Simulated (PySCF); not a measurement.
**Question.** Give a PBE0-D3(BJ)/def2-SVP geometry of InChI=1S/C8H10Ge/c1-2-9-8-6-4-3-5-7-8/h2-7H,1,9H2.

**Answer.** 
Z-matrix in Å and degrees, rows numbered from 1:
```
C 
C   1  1.3360
Ge  2  1.9431  1  122.42
C   3  1.9463  2  109.07  1    -0.23
C   4  1.4019  3  120.48  2    82.64
C   5  1.3942  4  120.85  3  -178.04
C   6  1.3944  5  119.95  4    -0.07
C   7  1.3941  6  119.90  5     0.07
C   8  1.3945  7  119.96  6    -0.05
H   1  1.0961  2  121.91  3  -179.62
H   1  1.0962  2  121.71  3     0.70
H   2  1.0975  1  119.10  3   179.44
H   3  1.5426  2  110.27  1  -120.57
H   3  1.5435  2  109.49  1   119.70
H   5  1.0942  4  119.98  3     2.01
H   6  1.0930  5  119.94  4  -179.95
H   7  1.0928  6  120.05  5  -179.82
H   8  1.0929  7  120.11  6  -179.99
H   9  1.0941  4  119.95  3    -2.04
```

Ge3 (germanium bonded to 2 C and 2 H) is tetrahedral (angles from 108.8° to 110.3°). Of the pairs four or more bonds apart, C4···H11 is among the closest relative to their van der Waals radii: 2.83 Å, 98 % of the sum of Bondi's values. The 6-membered ring C4–C5–C6–C7–C8–C9 has internal angles of 118.5° to 120.9° (sum 720°, against 720° for a flat polygon); it is planar, 0.00 Å rms from its mean plane, widest ring torsion 0°. The C–C distances run from 1.336 Å (C1=C2, drawn double) to 1.402 Å (C4–C5, aromatic), a spread of 0.066 Å.

Theory: PySCF 2.14.0, PBE0-D3(BJ)/def2-SVP geometry optimisation, gas phase.

Point group: near Cs, missed by 0.33 Å at most; the miss may be what the optimiser left on a soft mode. Not checked by PBE0-D3(BJ)/def2-SVP frequencies. One conformer, not necessarily the lowest (C1–C2–Ge3–C4 0°, C2–Ge3–C4–C5 83°).

Time: 5.4 min wall; peak memory 0.89 GiB. Hardware: an Arm Neoverse N1 with one thread, no GPU, on a shared host. That covers the optimisation of the geometry.
